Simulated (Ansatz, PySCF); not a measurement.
CH$_{5}$Cl$_{3}$SSi$_{2}$ (SMILES C[SiH2]S[Si](Cl)(Cl)Cl), singlet, geometry from GFN2-xTB, with bond 10-7 at 1.4 times its length. Base run: CASSCF(2,4)/STO-3G run with PySCF.

The PySCF input:
```python
from pyscf import gto, scf, mcscf
import numpy

mol = gto.Mole()
mol.atom = '''
    Si    0.90665733   -0.02881208    0.21081615
    Cl    1.24109226   -1.63475274   -0.97589270
    Cl    1.30689806    1.62792049   -0.88230117
    Cl    2.12553938   -0.09891141    1.80387995
    S    -1.09854518   -0.00950669    0.93473640
    Si   -2.33031224    0.09227565   -0.87466472
    C    -4.09901051    0.09131936   -0.21458184
    H    -1.99800959   -1.08717334   -1.66760921
    H    -1.95800425    1.32761375   -1.55691214
    H    -4.38559226   -1.17241471    0.58300418
    H    -4.81725492    0.14627364   -1.02652424
    H    -4.27106978    0.93797665    0.44484830
'''
mol.basis = 'sto-3g'
mol.verbose = 4
mol.build()

mf = scf.RHF(mol)
mf.kernel()
mc = mcscf.CASSCF(mf, 4, 2)
mc.fix_spin_(ss=0.0)
mc.kernel()
occ = numpy.linalg.eigvalsh(mc.fcisolver.make_rdm1(mc.ci, mc.ncas, mc.nelecas))[::-1]
ss = mc.fcisolver.spin_square(mc.ci, mc.ncas, mc.nelecas)[0]
print('natural occupations', occ.round(4), ' <S^2>', round(ss, 4))
```

Programs used: Ansatz (a first-principles code), PySCF; a row that names a program was run with it.

Variants of this job, named by their change:

```json
[
 {"change": "base", "ΔE vs base (kcal/mol)": "0.000", "natural occupations": "1.97 0.03 0.00 0.00", "<S^2> of the state": "0.00"},
 {"change": "code = ansatz", "ΔE vs base (kcal/mol)": "-16.53", "natural occupations": "-", "<S^2> of the state": "-"},
 {"change": "code = ansatz; correction = SC-NEVPT2, all electrons", "ΔE vs base (kcal/mol)": "-110.8", "natural occupations": "-", "<S^2> of the state": "-"},
 {"change": "active space = 8 electrons, 8 orbitals", "ΔE vs base (kcal/mol)": "-37.25", "natural occupations": "1.99 1.98 1.97 1.92 0.08 0.03 0.02 0.01", "<S^2> of the state": "0.00"},
 {"change": "solver = newton", "ΔE vs base (kcal/mol)": "0.000", "natural occupations": "1.97 0.03 0.00 0.00", "<S^2> of the state": "0.00"},
 {"change": "start = MP2 natural orbitals", "ΔE vs base (kcal/mol)": "-16.48", "natural occupations": "1.92 0.08 0.00 0.00", "<S^2> of the state": "0.00"},
 {"change": "conv_tol = 1e-5", "ΔE vs base (kcal/mol)": "3.22", "natural occupations": "1.99 0.01 0.00 0.00", "<S^2> of the state": "0.00"},
 {"change": "orbitals = fixed (CASCI); correction = SC-NEVPT2", "ΔE vs base (kcal/mol)": "-102.8", "natural occupations": "2.00 0.00 0.00 0.00", "<S^2> of the state": "0.00"},
 {"change": "orbitals = fixed (CASCI)", "ΔE vs base (kcal/mol)": "8.27", "natural occupations": "2.00 0.00 0.00 0.00", "<S^2> of the state": "0.00"},
 {"change": "correction = SC-NEVPT2", "ΔE vs base (kcal/mol)": "-105.0", "natural occupations": "1.97 0.03 0.00 0.00", "<S^2> of the state": "0.00"},
 {"change": "fix_spin_ = off", "ΔE vs base (kcal/mol)": "0.000", "natural occupations": "1.97 0.03 0.00 0.00", "<S^2> of the state": "0.00"}
]
```

Active orbitals are taken around the Fermi level unless the row says otherwise; CASSCF can end in different local minima, and two programs can end on different orbitals. State-averaged rows give the lowest state.
